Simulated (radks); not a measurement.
The mean radii <r> (bohr) of the occupied orbitals of an atom or ion are listed with their occupations. All-electron calculation, Dirac Kohn-Sham, PBE, spin-unpolarised, spherical densities, finite nucleus; Fermi nuclear charge, rms radius of each element as measured or else 0.836 A^(1/3) + 0.57 fm. Program: a radial shooting solver on a logarithmic mesh with Libxc functionals.

| orbital | occ. | <r> |
|---|---|---|
| 1s1/2 | 2 | 0.3289 |
| 2s1/2 | 1 | 1.783 |
| 2p1/2 | 1 | 1.846 |

Name the element and its charge. Open shells, if any, fill j = l - 1/2 first.

Answer. Z = 5, boron, charge +1: B+ in [He] 2s1 2p1. The 1s radius gives Z: for a bare nucleus <r> = (2 gamma + 1)/(2Z) with gamma = sqrt(1 - (Z/c)^2), 0.2999 bohr for Z = 5, and screening makes it slightly larger (0.3289 here). The occupations add up to 4, and the charge is Z minus that.
